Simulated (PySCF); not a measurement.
Electron correlation in Cl⁺ (chlorine, charge +1)

[Ne] 3s2 3p4, high-spin 3P determinant. All numbers are calculated (PySCF 2.14, no relativity, point nucleus, in aug-cc-pwCVDZ). Frozen: 1s2; 14 electrons correlated.

| level | correlation energy (mhartree) |
| --- | --- |
| CCSD | -262.70 |
| (T) | -2.95 |
| CCSD(T) | -265.65 |

Diagnostics: T1 = 0.0056, D1 = 0.0283, largest double amplitude 0.045.

Cost of the coupled-cluster step: roughly 3 core-seconds, for 14 correlated electrons.
